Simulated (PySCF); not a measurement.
A series of derivatives of [BH2-]1[NH2+][BH2-][NH2+]1

Parent skeleton `[BH2-:1]1[NH2+:2][BH2-:3][NH2+:4]1`; one hydrogen on atom 2 is replaced by X. Hydrogens on one atom are averaged.

Theory: PBE0-D3(BJ)/def2-SVP geometry, σ from GIAO-PBE0/pcSseg-1, in PySCF (rapidly exchanging positions averaged, no relativistic terms, no solvent, one computed conformer).

Referencing at the same level of theory: $^{11}$B against BF3·OEt2; NH3 for $^{15}$N; TMS for $^{1}$H.

Parent (X = H): B1/B3 -12.2, N2 24.1, N4 24.1, H(B1)/H(B3) 3.51 ppm. Effects are Δδ = δ(X) − δ(H), positive for deshielding.

Problem. Give Δδ (ppm) for X = tBu, CH2CF3, cBu, C2H5.

Solution. 
```csv
X,SMILES,B1/B3,N2,N4,H(B1)/H(B3)
tBu,CC(C)(C)[NH+]1[BH2-][NH2+][BH2-]1,-1.9,+40.3,-1.4,-0.19
CH2CF3,FC(F)(F)C[NH+]1[BH2-][NH2+][BH2-]1,+2.5,+5.5,-1.3,-0.17
cBu,[BH2-]1[NH2+][BH2-][NH+]1C1CCC1,+1.0,+35.6,-4.7,-0.27
C2H5,CC[NH+]1[BH2-][NH2+][BH2-]1,+1.8,+20.0,-3.5,-0.25
```

Problem. Which position responds most, and to which substituents?

Solution. N2: from +5.5 ppm with CH2CF3 to +40.3 ppm with tBu.

Experimental scales use liquid or dissolved standards, which lie at an offset from isolated NH3 (liquid NH3: subtract about 20 ppm).
